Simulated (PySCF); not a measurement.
## How methods differ on the excitation energy of P

P [Ne] 3s2 3p3 (4S) → P [Ne] 3s2 3p2 4s1 (4P), as a difference of total energies. All numbers are calculated (PySCF 2.14, no relativity, point nucleus, in aug-cc-pV(T+d)Z with one added diffuse shell each of s, p, d, f type (7s6p5d3f, 71 functions)). Correlated levels: valence: [Ne] frozen. The calculations carry no spin-orbit coupling.

| method | excitation energy (eV) | error (eV) |
| --- | --- | --- |
| UHF | 6.627 | -0.340 |
| LDA | 6.853 | -0.114 |
| PBE | 6.827 | -0.140 |
| PBE0 | 6.931 | -0.036 |
| r2SCAN | 7.159 | +0.192 |
| TPSSh | 7.031 | +0.064 |
| PW91 | 6.847 | -0.120 |
| BP86 | 6.818 | -0.149 |
| BHandHLYP | 6.821 | -0.146 |
| MP2 (valence) | 7.005 | +0.038 |
| SCS-MP2 (valence) | 6.894 | -0.073 |

Reference: 6.967 eV (measured; NIST levels, between the centres of gravity of the two terms).

Errors of the correlated levels include the incompleteness of this basis and the frozen core.
